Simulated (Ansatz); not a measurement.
Job for Ansatz (a first-principles code): U-CCSD(T)/def2-TZVPP on TiC, 2S+1 = 5, a spin state set in the input, which need not be the lowest, a point of a bond scan (R = 1.805 Å).

Ansatz 0.2 input:
```yaml
crystal:
  periodic: [false, false, false]
  atoms:
    - {symbol: Ti, position_ang: [0.00000000, 0.00000000, 0.00000000]}
    - {symbol: C, position_ang: [0.00000000, 0.00000000, 1.80465100]}
basis:
  gaussian:
    orbitals: def2-TZVPP
magnetization: {spin_polarized: true, initial_magnetization: 4}
correlation: {method: ccsd_t, electrons: valence}
output: {orbitals: {seedname: ./end}}
```

Question: Give the final energy of this run.

Answer: -886.6081 hartree (reference determinant -886.0932, T1 diagnostic 0.050).

Question: How many basis functions does it have, and what does it roughly cost on one machine?

Answer: 95 functions; very roughly 4 core-minutes.
